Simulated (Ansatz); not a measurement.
Isolated molecules relaxed with PBE0-D4/def2-TZVP in Ansatz; ΔE leaves out vibrations. CCSD(T)/CBS adds triple-zeta CCSD(T) − MP2 to the extrapolated MP2 energy (def2 sets, frozen cores). Each species was taken in one conformer, which may not be the lowest.

`[SiH3]BCS[SiH3]` → `BS[SiH2][SiH2]C`  (isomerisation)

```csv
species,CCSD(T)/CBS(def2) energy (Eh)
`[SiH3]BCS[SiH3]`,-1044.17574
`BS[SiH2][SiH2]C`,-1044.23856
```

Problem. Work out ΔE.

Solution. ΔE = (-1044.23856) − (-1044.17574) = -0.06282 Eh = -39.4 kcal/mol.

Largest T1 diagnostic among the species: 0.014.

In def2-TZVPP, CCSD(T) changes the Hartree–Fock value by −2.8 kcal/mol (the triples alone add −0.7 kcal/mol) and MP2 by −3.9 kcal/mol.
